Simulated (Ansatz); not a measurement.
Reaction (ligand exchange at the Si–S bond): `CO[Si](S)(Cl)Cl` + dimethylamine → `CO[Si](Cl)(Cl)N(C)C` + H₂S

Isolated molecules relaxed with PBE0-D4/def2-TZVP in Ansatz; ΔE leaves out vibrations. CCSD(T)/CBS is the MP2 limit (def2-TZVPP, def2-QZVPP) plus CCSD(T) − MP2 in def2-TZVPP, frozen cores. This one scheme is used for every species. DFT in def2-TZVPP. B3LYP here is the variant with VWN-RPA as its local correlation; programs differ in this. Each species was taken in one conformer, which may not be the lowest.

`CO[Si](S)(Cl)Cl`:

Cartesian coordinates in Å:
```
C 0.902 -0.226 -1.428
O 0.910 0.470 -0.193
Si -0.138 0.256 1.014
S -2.056 0.863 0.361
Cl 0.550 1.358 2.572
Cl -0.205 -1.701 1.606
H -0.063 -0.125 -1.933
H 1.680 0.208 -2.054
H 1.115 -1.287 -1.273
H -2.696 0.185 1.328
```

`CNC`:

Z-matrix (Å, degrees):
```
C
N 1 1.445
H 1 1.094 2 109.4
H 1 1.092 2 110.0 3 117.9
H 1 1.104 2 114.0 3 -120.2
C 2 1.445 1 112.8 3 65.3
H 2 1.011 1 109.8 3 -171.9
H 6 1.104 2 114.0 1 54.9
H 6 1.094 2 109.4 1 -65.3
H 6 1.092 2 110.0 1 176.8
```

`CO[Si](Cl)(Cl)N(C)C`:

```xyz
17

C     0.299   -1.903   -1.687
O    -0.140   -0.574   -1.890
Si   -0.958    0.279   -0.781
Cl   -2.706   -0.658   -0.279
Cl   -1.435    2.021   -1.736
N    -0.039    0.486    0.626
C     1.350    0.882    0.498
C    -0.593    0.767    1.930
H     0.926   -2.180   -2.535
H     0.883   -1.995   -0.765
H    -0.551   -2.589   -1.634
H     1.965    0.343    1.226
H     1.485    1.958    0.671
H     1.726    0.651   -0.501
H    -0.020    0.242    2.702
H    -1.627    0.430    1.991
H    -0.565    1.840    2.163
```

H₂S:

Cartesian coordinates in Å:
```
S -0.310 -0.536 -0.011
H 0.232 0.205 0.967
H 0.078 0.332 -0.957
```

```csv
level,ΔE (kcal/mol),difference from CCSD(T)/CBS
PBE-D4,-1.6,2.6
r2SCAN-D4,-3.0,1.2
PBE0-D4,-2.4,1.8
B3LYP-D4,-4.2,0.0
ωB97X-V,-4.0,0.2
ωB97M-V,-4.3,-0.1
B2PLYP,-3.1,1.1
PBE,0.1,4.3
r2SCAN,-2.3,1.9
PBE0,-0.8,3.4
B3LYP,-1.8,2.4
HF/def2-TZVPP,-3.2,1.0
MP2/def2-TZVPP,-4.8,-0.6
SCS-MP2/def2-TZVPP,-4.8,-0.6
CCSD/def2-TZVPP,-5.2,-1.0
CCSD(T)/def2-TZVPP,-5.2,-1.0
HF/def2-QZVPP,-3.3,0.9
MP2/def2-QZVPP,-4.3,-0.1
SCS-MP2/def2-QZVPP,-4.2,0.0
HF/CBS(def2),-3.3,0.9
MP2/CBS(def2),-3.8,0.4
CCSD/CBS(def2),-4.1,0.1
CCSD(T)/CBS,-4.2,0
```

Largest T1 diagnostic among the species: 0.011.

From PBE to PBE0 (25 % exact exchange), in def2-TZVPP and without D4, ΔE moves by −0.9 kcal/mol. The D4 term adds −2.4 kcal/mol with B3LYP and −1.6 kcal/mol with PBE0; it sums over pairs of atoms, weighted by their polarisabilities, and B3LYP, whose exchange is more repulsive, gets the larger term. In def2-TZVPP, CCSD(T) changes the Hartree–Fock value by −2.1 kcal/mol (the triples alone add −0.1 kcal/mol) and MP2 by −1.7 kcal/mol.
